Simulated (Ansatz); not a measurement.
Computed with Ansatz on PBE0-D4/def2-TZVP structures; ΔE is electronic, products minus reactants. CCSD(T)/CBS is the MP2 limit (def2-TZVPP, def2-QZVPP) plus CCSD(T) − MP2 in def2-TZVPP, frozen cores. This one scheme is used for every species, atoms too. DFT in def2-TZVPP. B3LYP here is the variant with VWN-RPA as its local correlation; programs differ in this. Open shells (•) are unrestricted, without spin–orbit coupling. Spin–orbit coupling would lower the free atoms: a little for B, C, O. One conformer a species, not always the lowest.

Consider the atomization: `OB(O)c1ccc[nH]1` → B• + 4 C• + 6 H• + N• + 2 O•.

| level | ΔE (kJ/mol) | difference from CCSD(T)/CBS |
| --- | --- | --- |
| PBE-D4 | 6756.7 | 268.5 |
| r2SCAN-D4 | 6551.9 | 63.7 |
| PBE0-D4 | 6586.5 | 98.3 |
| B3LYP-D4 | 6515.7 | 27.5 |
| ωB97X-V | 6511.0 | 22.8 |
| ωB97M-V | 6536.7 | 48.5 |
| B2PLYP | 6460.0 | -28.2 |
| PBE | 6723.5 | 235.3 |
| r2SCAN | 6543.3 | 55.1 |
| PBE0 | 6558.5 | 70.3 |
| B3LYP | 6462.8 | -25.4 |
| HF/def2-TZVPP | 4639.7 | -1848.5 |
| MP2/def2-TZVPP | 6536.6 | 48.4 |
| SCS-MP2/def2-TZVPP | 6432.9 | -55.3 |
| CCSD/def2-TZVPP | 6184.4 | -303.8 |
| CCSD(T)/def2-TZVPP | 6312.3 | -175.9 |
| HF/def2-QZVPP | 4648.3 | -1839.9 |
| MP2/def2-QZVPP | 6640.6 | 152.4 |
| SCS-MP2/def2-QZVPP | 6549.5 | 61.3 |
| HF/CBS(def2) | 4649.5 | -1838.7 |
| MP2/CBS(def2) | 6712.5 | 224.3 |
| CCSD/CBS(def2) | 6360.3 | -127.9 |
| CCSD(T)/CBS | 6488.2 | 0 |

Largest T1 diagnostic among the species: 0.014.

In def2-TZVPP, CCSD(T) changes the Hartree–Fock value by +1672.6 kJ/mol (the triples alone add +127.9 kJ/mol) and MP2 by +1896.9 kJ/mol; breaking electron pairs costs correlation energy, which Hartree–Fock lacks. From PBE to PBE0 (25 % exact exchange), in def2-TZVPP and without D4, ΔE moves by −165.0 kJ/mol: exact exchange takes away binding that semilocal exchange gives to molecules.

For atomizations the MP2-based limit and the directly extrapolated one differ by several kJ/mol either way, and by 10 to 25 for some Ge, Se and Sn compounds, so smaller differences from it don't rank the levels.
